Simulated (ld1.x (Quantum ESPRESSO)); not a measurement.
Transferability test, TM semilocal potential for gadolinium

* Element: Gd
* Generator: ld1.x (Quantum ESPRESSO) 7.5
* Type: norm-conserving Troullier–Martins (semilocal form)
* Functional: PBE
* Relativity: non-relativistic
* Frozen core: [Kr] 4d10
* Valence charge: 18
* Reference configuration: 4f7 5s2 5p6 5d1.5 6s1.5 6p0
* Partial waves: 5p (bound): rc 1.40 bohr; 5d (bound): rc 2.50 bohr; 4f (bound): rc 1.10 bohr; 5s (bound): rc 1.45 bohr
* Local potential: the s channel
* Core correction: none

Occupied shells without a wave of their own: 6s. They enter only through the test configuration that unscreens the potential.

Energies are relative to the spin-unpolarised reference configuration 4f7 5s2 5p6 5d1.5 6s1.5 6p0; without spin polarisation the order of configurations can differ from experiment. Not all tests gave a result: 1 of 7 tests not solved or not reliable. Left out of the table: 4f7 5s2 5p6 5d1 6s0 6p2 (solver errors, printed error -11.8 eV). The frozen-core shift is the all-electron ΔE with the core orbitals held at their reference shape minus the fully relaxed ΔE.

| valence configuration | charge | ΔE all-electron (eV) | error AE − PS (meV) | frozen-core shift (meV) |
| --- | --- | --- | --- | --- |
| 4f7 5s2 5p6 5d1 6s2 6p0 | 0 | -0.324 | +19 | 0.0 |
| 4f7 5s2 5p6 5d1 6s1 6p0 | +1 | 5.844 | -26 | 0.0 |
| 4f7 5s2 5p6 5d1 6s0 6p0 | +2 | 17.156 | -105 | 0.0 |
| 4f7 5s2 5p6 5d2 6s1 6p0 | 0 | 0.471 | -16 | +0.1 |
| 4f7 5s2 5p6 5d1 6s1.5 6p0 | +0.5 | 2.151 | -0.1 | -0.1 |

Q: What are ΔE and the potential's error for 4f8 5s2 5p6 5d0 6s1 6p0?

A: ΔE = -1.611 eV all-electron; the error (AE − PS) is -249 meV.

Levels in the configuration 4f7 5s2 5p6 5d1 6s0 6p0:

| level | all-electron (eV) | pseudo (eV) |
| --- | --- | --- |
| 4f | -26.349 | -26.405 |
| 5s | -56.914 | -56.972 |
| 5p | -39.714 | -39.770 |
| 5d | -15.648 | -15.693 |

These tests converged, but a pseudo level misses the all-electron one widely, so the file describes the atom poorly there or has found another state: 4f8 5s2 5p6 5d0 6s1 6p0: empty 6p by 3.8 eV; 4f7 5s2 5p6 5d1 6s1.5 6p0: empty 6p by 2.5 eV. The 6s level has no wave, so the channel is fitted at the deeper level alone: the likely source of the large errors. A variational frozen-core shift is positive and of second order in the change. This column holds negative values, so the frozen-core run of ld1.x carries numerical noise or an error of first order here, and the column gives no more than the rough size of the effect.
